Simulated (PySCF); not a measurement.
# Frontier levels across methods

Species: CH6AsGeN.
Structure used (PBE0-D3(BJ)/def2-SVP), in Å, numbered top down from 1:
```
atom  x, y, z in Å
N1    -1.714    1.543   -0.108
C2    -1.139    0.557    0.446
Ge3   -0.065   -0.828   -0.457
As4    2.288   -0.678    0.128
H5    -1.582    1.527   -1.127
H6    -1.225    0.480    1.547
H7    -0.559   -2.238   -0.075
H8    -0.227   -0.609   -1.977
H9     2.276    0.842   -0.017
H10    1.954   -0.593    1.616
```

Basis pcSseg-2 throughout (PySCF), one geometry. One conformer (not necessarily the lowest) at the PBE0-D3(BJ)/def2-SVP geometry, without solvent, vibrations or thermal averaging. The calculation is non-relativistic, for germanium and arsenic too.

**Question.** How do the orbital energies, the gap and the dipole change with the method?

**Answer.** 
| method | kind | HOMO (eV) | LUMO (eV) | gap (eV) | μ (D) | SCF cycles |
| --- | --- | --- | --- | --- | --- | --- |
| BLYP | GGA | -5.70 | -2.00 | 3.70 | 1.44 | 14 |
| OPBE | GGA | -5.78 | -2.03 | 3.75 | 1.20 | 14 |
| PBE | GGA | -5.81 | -2.14 | 3.66 | 1.33 | 14 |
| B97-D | GGA | -5.82 | -2.05 | 3.77 | 1.36 | 14 |
| LDA | LDA | -5.91 | -2.38 | 3.53 | 1.35 | 14 |
| BP86 | GGA | -5.92 | -2.23 | 3.69 | 1.35 | 14 |
| KT2 | GGA | -5.93 | -2.10 | 3.83 | 1.33 | 14 |
| KT3 | GGA | -5.93 | -2.06 | 3.88 | 1.35 | 14 |
| B97-2 | global hybrid | -6.81 | -1.18 | 5.63 | 1.42 | 12 |
| B3LYP | global hybrid | -6.85 | -1.35 | 5.50 | 1.52 | 12 |
| PBE0 | global hybrid | -7.05 | -1.13 | 5.92 | 1.42 | 12 |
| mPW1PW91 | global hybrid | -7.08 | -1.14 | 5.94 | 1.43 | 12 |
| BHandHLYP | global hybrid | -8.16 | -0.06 | 8.10 | 1.61 | 13 |
| CAM-B3LYP | range-separated hybrid | -8.34 | -0.02 | 8.33 | 1.57 | 13 |
| wB97X-D | range-separated hybrid | -8.83 | 0.66 | 9.48 | 1.51 | 13 |
| LC-wPBE | range-separated hybrid | -9.62 | 1.12 | 10.74 | 1.50 | 13 |
| HF | Hartree–Fock | -9.74 | 2.35 | 12.08 | 1.64 | 12 |

The HOMO spans 4.04 eV, from BLYP down to HF, and the gap runs from 3.53 eV (LDA) to 12.08 eV (HF). Over the methods BLYP (0 %), OPBE (0 %), PBE (0 %), B97-D (0 %), LDA (0 %), BP86 (0 %), KT2 (0 %), KT3 (0 %), B97-2 (21 %), B3LYP (20 %), PBE0 (25 %), mPW1PW91 (25 %), BHandHLYP (50 %), HF (100 %), a straight line through the gap against the share of exact exchange rises by 0.84 eV for each 10 % (correlation coefficient 0.999). The dipole ranges from 1.20 D (OPBE) to 1.64 D (HF). This basis has no diffuse functions.

The vertical ΔSCF ionisation energy at PBE0/def2-SVPD is 8.91 eV; −ε(HOMO) comes closest to it with wB97X-D (8.83 eV).
